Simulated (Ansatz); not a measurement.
Reaction (formal exchange of groups at the Si–Cl bond): `CB(N)[SiH2]Cl` + `C#N` → `CB(N)[SiH2]C#N` + HCl

Program: Ansatz. Geometries: PBE0-D4/def2-TZVP. ΔE: electronic, gas phase. CCSD(T)/CBS adds triple-zeta CCSD(T) − MP2 to the extrapolated MP2 energy (def2 sets, frozen cores). This one scheme is used for every species. DFT in def2-TZVPP. B3LYP here is the variant with VWN-RPA as its local correlation; programs differ in this. One conformer a species, not always the lowest.

| level | ΔE (kJ/mol) | difference from CCSD(T)/CBS |
| --- | --- | --- |
| PBE0-D4 | 46.5 | -1.3 |
| B3LYP-D4 | 46.4 | -1.4 |
| B2PLYP | 46.4 | -1.4 |
| PBE0 | 46.3 | -1.5 |
| MP2/def2-TZVPP | 46.3 | -1.5 |
| SCS-MP2/def2-TZVPP | 45.7 | -2.1 |
| CCSD/def2-TZVPP | 44.7 | -3.1 |
| HF/def2-QZVPP | 51.8 | 4.0 |
| MP2/def2-QZVPP | 48.7 | 0.9 |
| CCSD/CBS(def2) | 49.0 | 1.2 |
| CCSD(T)/CBS | 47.8 | 0 |

Largest T1 diagnostic among the species: 0.014.

In def2-TZVPP, CCSD(T) changes the Hartree–Fock value by −8.5 kJ/mol (the triples alone add −1.2 kJ/mol) and MP2 by −5.7 kJ/mol.
